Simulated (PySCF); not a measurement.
SMILES C[Si](C)(C)CCl (C4H11ClSi) (GFN2-xTB optimised geometry):

```
17

C      1.924    -0.686     0.000
Si     0.017    -0.686     0.000
C     -0.666    -1.513    -1.573
C     -0.668    -1.511     1.573
C     -0.542     1.158     0.000
Cl    -2.324     1.262     0.010
H      2.324    -0.179    -0.872
H      2.324    -0.191     0.879
H      2.310    -1.700    -0.007
H     -0.427    -2.572    -1.596
H     -0.253    -1.063    -2.471
H     -1.746    -1.418    -1.626
H     -0.408    -2.565     1.610
H     -1.751    -1.438     1.610
H     -0.276    -1.043     2.471
H     -0.201     1.700     0.879
H     -0.211     1.697    -0.884
```

Level of theory: CAM-B3LYP/def2-SVP (PySCF).

Q: What are the frontier orbital energies and the dipole moment?

A: HOMO-2 -9.95 eV, HOMO-1 -9.41 eV, HOMO -8.83 eV, LUMO 2.13 eV, LUMO+1 2.75 eV; dipole moment 1.88 D.

Meta-Löwdin charges at CAM-B3LYP/def2-SVP: C1 -0.55, Si2 0.92, C3 -0.55, C4 -0.55, C5 -0.37, Cl6 -0.14, H7 0.11, H8 0.11, H9 0.11, H10 0.11, H11 0.11, H12 0.12, H13 0.11, H14 0.12, H15 0.11, H16 0.12, H17 0.12.
